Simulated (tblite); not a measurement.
Compound: C7H6N (doublet state).
Geometry (GFN2-xTB, Å), atoms numbered from 1 in this order:
```
atom  x, y, z in Å
N1     2.6815   -1.0330    0.2945
C2     2.1141    0.0897    0.2072
C3     0.6666    0.1877    0.0597
C4     0.0050    1.3854   -0.0414
C5    -1.3419    1.5299   -0.1800
C6    -2.1130    0.3689   -0.2222
C7    -1.4965   -0.8698   -0.1254
C8    -0.1288   -0.9702    0.0137
H9     3.6929   -1.0044    0.3942
H10    2.6332    1.0576    0.2316
H11   -1.8086    2.5007   -0.2556
H12   -3.1856    0.4438   -0.3299
H13   -2.0978   -1.7672   -0.1603
H14    0.3783   -1.9198    0.0917
```

Computed geometry: GFN2-xTB, gas phase. This method treats the open shell by occupation alone, without spin polarisation.

Masses are those of the commonest isotopes; rigid-rotor values at the optimised geometry. The values belong to one conformer with, in the numbering `[H]/[N:1]=[CH:2]/[c:3]1[c:4][cH:5][cH:6][cH:7][cH:8]1`, N1–C2–C3–C4 180°.

Question: Give the principal moments of inertia and the rotational constants in GHz.

Answer: Ia = 88.83, Ib = 318.22, Ic = 407.04 u·Å²; 505379 MHz·u·Å²/I gives 5689, 1588 and 1242 MHz, that is A = 5.6893, B = 1.5882, C = 1.2416 GHz.

Question: What kind of rotor is it?

Answer: An asymmetric top. Ray's parameter κ = (2B − A − C)/(A − C) = -0.844; −1 is the prolate and +1 the oblate limit.

Question: What does the inertial defect say?

Answer: Planar: Δ = Ic − Ia − Ib = 0.00 u·Å². For a rigid frame Δ = −2 Σ m c², so it vanishes when all atoms lie in the ab plane; here none is more than 0.01 Å from it.

Question: Where do the levels up to J = 2 lie, in cm⁻¹?

Answer: Above 0(0,0):
J = 1: 1(0,1) 0.0944, 1(1,1) 0.2312, 1(1,0) 0.2428
J = 2: 2(0,2) 0.2825, 2(1,2) 0.4084, 2(1,1) 0.4431, 2(2,1) 0.8535, 2(2,0) 0.8542
The levels of one J sum to (2J + 1)J(J + 1)(A + B + C)/3.

Question: Estimate the classical rotational partition function at 25 K, 50 K and 500 K.

Answer: Point group Cs, symmetry number σ = 1; q = (√π/σ)·√((kT/h)³/(ABC)), k/h = 20836.6 MHz/K: 6290 at 25 K, 17800 at 50 K, 563000 at 500 K.

For this open shell read J as N, the rotation without spin; fine and hyperfine splittings come on top. Its GFN2-xTB frequencies are all real (lowest 93 cm⁻¹). These are rigid-rotor constants of the computed structure; measured ground-state constants (B0) also hold zero-point vibration.

Hardware: one thread, Arm Neoverse V2 (aarch64), shared host with 96 logical CPUs at a one-minute load of 61. Cost: 0.11 s. This is the geometry optimisation.
